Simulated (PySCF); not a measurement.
## Static response to an electric field

Species: C₆H₇NO₂.
Numbering: `[CH2:1]=[C:2]1[CH2:3][C@@:4]1([CH:5]=[O:6])[C:7]([NH2:8])=[O:9]` (hydrogens: H10, H11 on C1; H12, H13 on C3; H14 on C5; H15, H16 on N8)

Cartesian coordinates in Å at the GFN2-xTB level; atoms count from 1:
```
atom  x, y, z in Å
C1    -2.1753    1.0057    0.4234
C2    -1.2308    0.4679   -0.2983
C3    -0.6540    0.0045   -1.5339
C4     0.1609   -0.0981   -0.2311
C5     0.2658   -1.4122    0.4065
O6     1.0574   -1.7455    1.2565
C7     1.2620    0.9353   -0.0825
N8     2.0452    0.7736    0.9974
O9     1.3791    1.8456   -0.8749
H10   -2.0683    1.1559    1.4847
H11   -3.0989    1.3313   -0.0262
H12   -1.0084   -0.9121   -1.9839
H13   -0.2833    0.7451   -2.2303
H14   -0.4959   -2.1296    0.0434
H15    2.0071   -0.0861    1.5287
H16    2.8296    1.3948    1.1092
```

Level: PBE0/def2-SVPD (PySCF), static field, nuclei fixed, core orbitals frozen in the response. The polarisability tensor in these axes (au):

```
x   94.22 -5.67  5.96
y   -5.67 78.47 -4.22
z    5.96 -4.22 80.25
```

Task: Diagonalise the tensor; give its mean and Δα, where Δα² is half the sum of the squared differences of the eigenvalues.

Result: Principal values 75.01, 79.22 and 98.71 au; mean 84.31 au = 12.49 Å³ = 13.90 × 10⁻⁴⁰ C²·m²/J; Δα = 21.90 au (26 % of the mean).

Task: What is the dipole moment, and where does it point?

Result: (-1.77, -1.15, 0.34) D, 2.14 D in size, pointing from the negative to the positive side. Measured along this direction, the outermost atoms are H16 at the negative end and H11 at the positive end.

Task: Sum over states: ᾱ = Σ f/ω², ω in Eh. What share falls to these 6 lowest TDDFT singlets (eV, f)? 4.45, 0.0018; 5.20, 0.0112; 5.47, 0.0016; 5.68, 0.0052; 6.06, 0.0241; 6.30, 0.0187.

Result: They add up to 1.37 au, 1.6 % of the 84.31 au; the largest single term is 0.49 au, from the state at 6.06 eV. Terms in order: 0.07, 0.31, 0.04, 0.12, 0.49, 0.35 au. Higher excitations give the rest. The strengths listed sum to 0.063.

Task: Directions of the eigenvectors, and the extent of the frame along each?

Result: Largest value along (0.88, -0.32, 0.36), where the nuclei span 5.59 Å; middle along (-0.48, -0.49, 0.73), 3.70 Å; least along (0.06, 0.81, 0.59), 3.90 Å. The strongest response lies along the longest span, while the other two are in reverse order.

Task: How large is μ²/3kT at 250 K beside α?

Result: In Gaussian units μ²/3kT = 44.06 Å³ against 12.49 Å³, a ratio of 3.53; the Debye molar polarisation (4π/3)N_A(α + μ²/3kT) is 142.7 cm³/mol, leaving out the vibrational part.

Task: What are the principal values of the traceless quadrupole moment, Θ = ½Σq(3rr − r²1), about the centre of nuclear charge?

Result: -17.79, 3.93, 13.86 D·Å. The values depend on the origin, since the dipole doesn't vanish. The electronic extent ⟨r²⟩ about the same centre is 1091 bohr², a root-mean-square distance of 2.15 Å for the 66 electrons.

The structure is a single GFN2-xTB conformer in the gas phase; no vibrational or solvent corrections.

The run behind these numbers computed excited states as well. Time: 67 s of wall time; peak memory 0.95 GiB. Hardware: one thread, Intel Xeon at 2.70 GHz (x86_64), on a shared host.
